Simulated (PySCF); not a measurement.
I₃, SMILES I[I-]I, charge -1.

Geometry optimised at PBE0-D3(BJ)/def2-SVPD. The def2 effective core potentials stand for the cores of I; spin–orbit coupling is left out.

Two levels are set side by side: PBE/def2-TZVPD (PySCF) and M06-2X/def2-TZVPD (PySCF). Same geometry, gas phase. Differences are taken from unrounded values.

```
quantity                       PBE
---------------------------  -----
orbital gap (eV)              2.09
highest occupied level (eV)  -1.74
lowest empty level (eV)       0.35
mean polarisability (bohr³)  179.4
```

Q: These are the PBE values. What does M06-2X give? (An estimate is asked for; the answer gives what the named calculation found.)

A: 
```csv
quantity,M06-2X,PBE minus M06-2X
orbital gap (eV),5.40,-3.32
highest occupied level (eV),-3.93,2.19
lowest empty level (eV),1.47,-1.13
mean polarisability (bohr³),172.7,6.8
```

PBE's occupied levels lie high since its potential decays too fast outside the molecule; exact exchange lowers them and widens the gap. Loosely held outer electrons make PBE densities more polarisable. Differences between two approximate levels are no errors against the true value.

Rough cost on one machine, each run with all the roots and properties that it gave: M06-2X against PBE about 3 times.
